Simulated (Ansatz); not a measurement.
Input for Ansatz (a quantum-chemistry and plane-wave program): U-CCSD(T)/cc-pV(T+d)Z on SiCl, 2S+1 = 2, a point of a bond scan (R = 4.793 Å). Files ending in .json are basis or fitting sets from the Basis Set Exchange.

Ansatz 0.2 input:
```yaml
crystal:
  periodic: [false, false, false]
  atoms:
    - {symbol: Si, position_ang: [-0.00000000, -0.00000000, -1.14267630]}
    - {symbol: Cl, position_ang: [0.00000000, 0.00000000, 3.64984253]}
basis:
  gaussian:
    orbitals: cc-pV_T+d_Z.json
magnetization: {spin_polarized: true, initial_magnetization: 1}
correlation: {method: ccsd_t, electrons: outside_noble_gas}
scf: {omitted_lower_state_checks: [cluster_reference]}
```

Output:

```
WARN ansatz: RAYON_NUM_THREADS=1 ignored (pool sized by the plan → 1); use --threads N
Functional definition: HF
these checks for a lower state are left out or cut short: cluster_reference
integrals: 0.08 GiB planned
475 factors; integrals over basis functions are off by at most 1.8e-4 eV
mean field: 0.17 GiB planned
mean field evaluation 1: about -20359.1368 eV, gradient 1.5e1 eV
mean field evaluation 2: about -20359.1388 eV, gradient 1.5e1 eV
mean field evaluation 4: about -20360.7713 eV, gradient 5.7e0 eV
mean field evaluation 8: about -20361.2943 eV, gradient 4.0e-1 eV
mean field evaluation 16: about -20362.8348 eV, gradient 2.3e0 eV
mean field evaluation 32: about -20361.2375 eV, gradient 1.6e0 eV
mean field evaluation 64: about -20363.4072 eV, gradient 5.2e-1 eV
mean field evaluation 96: about -20363.4153 eV, gradient 8.5e-1 eV
mean field evaluation 128: about -20363.4347 eV, gradient 2.8e-2 eV
mean field evaluation 160: about -20363.4345 eV, gradient 1.0e-1 eV
mean field evaluation 192: about -20363.4323 eV, gradient 3.5e-1 eV
mean field evaluation 224: about -20361.1453 eV, gradient 1.3e1 eV
mean field evaluation 256: about -20363.4384 eV, gradient 2.2e-2 eV
mean field evaluation 288: about -20363.4205 eV, gradient 1.3e-1 eV
mean field evaluation 320: about -20363.1223 eV, gradient 7.8e-1 eV
mean field evaluation 352: about -20363.1532 eV, gradient 2.7e-2 eV
mean field evaluation 384: about -20363.4136 eV, gradient 7.5e-6 eV
mean field evaluation 416: about -20363.4197 eV, gradient 1.8e-1 eV
mean field evaluation 448: about -20362.3348 eV, gradient 8.2e0 eV
mean field evaluation 480: about -20363.1161 eV, gradient 4.3e-1 eV
mean field evaluation 512: about -20363.1456 eV, gradient 5.1e-3 eV
mean field evaluation 544: about -20361.2142 eV, gradient 6.8e-1 eV
mean field evaluation 576: about -20363.4376 eV, gradient 3.2e-1 eV
mean field -20363.43857369 eV, -748.3425647488 hartree, gradient 1.6e-6 eV, S^2 1.770473; 25 other end points of the search recorded, 0 dependent functions left out
10 core orbitals not correlated
reference -20363.43857369 eV, -748.3425647488 hartree; 6, 5 occupied and 62, 63 virtual orbitals, 475 factors
second order -5.85385462 eV of doubles, -0.00000000 eV of singles
coupled cluster: 0.21 GiB planned
cycle   1  -6.68717564 eV  change   -8.3e-1 eV  update   6.9e-2
cycle   2  -6.97715066 eV  change   -2.9e-1 eV  update   2.6e-2
cycle   3  -6.99384185 eV  change   -1.7e-2 eV  update   9.2e-3
cycle   4  -6.99571380 eV  change   -1.9e-3 eV  update   3.8e-3
cycle   5  -6.99641296 eV  change   -7.0e-4 eV  update   3.2e-3
cycle   6  -6.99622531 eV  change    1.9e-4 eV  update   2.0e-3
cycle   7  -6.99662019 eV  change   -3.9e-4 eV  update   9.7e-4
cycle   8  -6.99663052 eV  change   -1.0e-5 eV  update   3.1e-4
cycle   9  -6.99656642 eV  change    6.4e-5 eV  update   1.2e-4
cycle  10  -6.99662605 eV  change   -6.0e-5 eV  update   9.4e-5
cycle  11  -6.99663569 eV  change   -9.6e-6 eV  update   6.8e-5
cycle  12  -6.99663520 eV  change    5.0e-7 eV  update   3.8e-5
cycle  13  -6.99661305 eV  change    2.2e-5 eV  update   1.3e-5
cycle  14  -6.99660492 eV  change    8.1e-6 eV  update   7.1e-6
coupled cluster: 0.21 GiB planned
perturbative correction -0.22685751 eV, -0.0083368599 hartree
WARN: the results are in doubt because among natural orbitals the method converges to other amplitudes
Total energy: -20370.66203613 eV, -748.6080220970 hartree
In doubt: among natural orbitals the method converges to other amplitudes
Checks for a lower state left out: cluster_reference
```

The calculation finished and met its thresholds. Its determinant has ⟨S²⟩ = 1.77, a mixture of spin states.

Warnings raised: other amplitudes.

Cost: around 14 core-seconds (rough).
